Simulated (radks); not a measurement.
Values are calculated unless marked as measured or tabulated.
Spherical quantum dot in the effective-mass picture: electrons in a well V = -V0 / (1 + exp((r - R)/a)) with V0 = 40.3, R = 1.83, a = 0.071, all in effective atomic units (hartree* = m*/eps^2 hartree, bohr* = eps/m* bohr), one dielectric constant everywhere. Level of theory: non-relativistic Kohn-Sham, r2SCAN, spin-polarised, spherical densities, generalised Kohn-Sham scheme (a radial shooting solver with Libxc functionals). Levels are named by radial order and angular momentum (1s, 1p, 1d, 2s, ...), and open shells are averaged over m. Results are scaled to m* = 0.067 and eps = 9.4, for which hartree* = 20.63 meV and bohr* = 7.424 nm.

N = 17, configuration 1s2 1p6 1d(up 5, down 4). This is the lowest configuration that the search found. Occupied and some empty levels:

level    occupation  eigenvalue (meV)  <r> (nm)
1s up             1           -550.95     8.297
1s down           1           -550.30     8.283
1p up             3           -529.64     9.033
1p down           3           -528.86     9.026
1d up             5           -497.21     9.563
1d down           4           -496.32     9.560
2s up             0           -457.39     6.601
2s down           0           -456.87     6.608
1f up             0           -455.40     9.976
1f down           0           -454.42     9.975
2p up             0           -402.48     7.561
2p down           0           -401.83     7.560

Energy (meV): total -10830.7, kinetic 1148.7, external -13881, Hartree 2184.4, exchange-correlation -282.47.

Electron density:

r (nm)  n(r) (e/nm^3)
0.853       0.0003870
1.80        0.0004785
2.75        0.0006551
3.70        0.0009407
4.66         0.001347
5.61         0.001857
6.56         0.002400
7.51         0.002852
8.46         0.003067
9.41         0.002907
10.4         0.002331
11.3         0.001479
12.3        0.0006623
13.2        0.0001776
14.2       0.00002782
15.1        3.306e-06
16.1        3.725e-07
17.0        4.209e-08
18.0        4.868e-09
18.9        5.736e-10
